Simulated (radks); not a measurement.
Problem. The table gives one normalised radial function P(r) = r R(r) of Ba6+ in [Kr] 4d10 5s2 5p2 (r in bohr). Calculated with a radial shooting solver on a logarithmic mesh with Libxc functionals: scalar-relativistic Kohn-Sham, r2SCAN, spin-polarised, spherical densities, finite nucleus; open shells are filled with parallel spins first (spin-orbit coupling, left out, can overturn this in heavy ions); meta-GGA in the generalised Kohn-Sham scheme; Fermi nuclear charge, rms radius 4.8378 fm.

| r | P |
|---|---|
| 0.002709 | 0.0089 |
| 0.003556 | 0.0143 |
| 0.004668 | 0.0229 |
| 0.006176 | 0.0368 |
| 0.008106 | 0.0580 |
| 0.01073 | 0.0912 |
| 0.01408 | 0.1387 |
| 0.01863 | 0.2071 |
| 0.02445 | 0.2933 |
| 0.03209 | 0.3922 |
| 0.04246 | 0.4850 |
| 0.05574 | 0.5237 |
| 0.07375 | 0.4470 |
| 0.0968 | 0.2053 |
| 0.1271 | -0.1905 |
| 0.1681 | -0.6150 |
| 0.2207 | -0.7782 |
| 0.292 | -0.4451 |
| 0.3832 | 0.3129 |
| 0.503 | 1.0850 |
| 0.6656 | 1.3782 |
| 0.8736 | 1.0783 |
| 1.156 | 0.5470 |
| 1.517 | 0.1845 |
| 2.007 | 0.0362 |
| 2.635 | 0.0039 |
| 3.459 | 0.0002 |
| 4.576 | 0.0000 |

Which n and l does it have? It may be an empty orbital.

Solution. n = 4, l = 1: the number of nodes gives n - l - 1 = 2, the rise at small r (about r^(l+1), flatter next to the nucleus through relativity) gives l, and the extent must fit the shell. The curve is that of 4p up; the table hardly tells the two spins apart. 4p up: eigenvalue -255.07 eV, 2 radial nodes at r = 0.113, 0.346 bohr, <r> = 0.714 bohr, 90 % of the charge inside 1.04 bohr.
